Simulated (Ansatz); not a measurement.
Mulliken charges of CH5FNSi (`C[SiH]([NH])F`) radical from r2SCAN/def2-TZVPP in Ansatz (PBE0-D4/def2-TZVP geometry).

```tsv
atom	x (Å)	y (Å)	z (Å)	charge (e)
C1	-0.394	1.112	-0.372	-0.312
Si2	-0.146	-0.647	0.154	0.699
N3	1.353	-0.772	1.011	-0.363
F4	-0.232	-1.585	-1.146	-0.336
H5	0.400	1.432	-1.050	0.080
H6	-0.391	1.771	0.499	0.088
H7	-1.352	1.218	-0.887	0.084
H8	-1.188	-1.126	1.097	-0.098
H9	2.037	-1.451	0.677	0.157
```

Q: By hand: the dipole of these point charges (1 e Å = 4.8032 D).

A: Σ q r = (-0.072, 0.269, 0.126) e Å, of length 0.306 e Å = 1.47 D.

Q: How does the dipole of the full density compare? (Estimate.)

A: The calculation gave: (0.011, 0.145, -0.064) e Å, 0.76 D; the point charges give 1.93 times that, at 52° from its direction.

Point charges leave out the atoms' own dipoles, such as those of lone pairs, and Mulliken's split depends on the basis, so the two needn't agree.
